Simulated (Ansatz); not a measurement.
`N[Si](F)([SiH3])Cl` → `N[Si]F` + `[SiH3]Cl` at 298.15 K and 1 bar (silylene formation by 1,1-elimination).

Computed with Ansatz on PBE0-D4/def2-TZVP structures; ΔE is electronic, products minus reactants. CCSD(T)/CBS adds triple-zeta CCSD(T) − MP2 to the extrapolated MP2 energy (def2 sets, frozen cores). This one scheme is used for every species. One conformer a species, not always the lowest.

| species | CCSD(T)/CBS energy (Eh) | H − E (kJ/mol) | S (J/(mol·K)) |
| --- | --- | --- | --- |
| `N[Si](F)([SiH3])Cl` | -1195.59251 | 172.2 | 380.4 |
| `N[Si]F` | -444.84306 | 88.0 | 270.2 |
| `[SiH3]Cl` | -750.69636 | 80.1 | 250.8 |

H − E and S are ideal-gas, rigid-rotor, harmonic terms from PBE0-D4/def2-TZVP, for one conformer and one mirror image of each species. 1 Eh = 2625.50 kJ/mol, R = 8.31446 J/(mol·K).

Task: By hand: ΔE, ΔH, ΔS and ΔG.

Result: ΔE = (-444.84306) + (-750.69636) − (-1195.59251) = 0.05309 Eh = 139.4 kJ/mol. Δ(H − E) = 88.0 + 80.1 − 172.2 = -4.1, so ΔH = 135.3 kJ/mol. ΔS = 270.2 + 250.8 − 380.4 = 140.6 J/(mol·K). ΔG = 135.3 − 298.15 × (140.6)/1000 = 93.4 kJ/mol.

Task: By hand: the equilibrium constant, and the temperature at which ΔG would vanish if ΔH and ΔS stayed fixed.

Result: log₁₀ K = −ΔG/(RT ln 10) = -16.4. ΔG = 0 at ΔH/ΔS = 962 K.

The number of gas molecules changes by +1, which sets the sign of ΔS. A doubt of 5 kJ/mol in ΔE shifts log₁₀ K by 0.9 here. Other conformers and mirror images would add mixing entropy, several J/(mol·K) or more a flexible species. These are equilibria of isolated gas molecules and say nothing of rates. Largest T1 diagnostic: 0.014 (customary marks: 0.02 for closed shells, 0.045 for open ones).
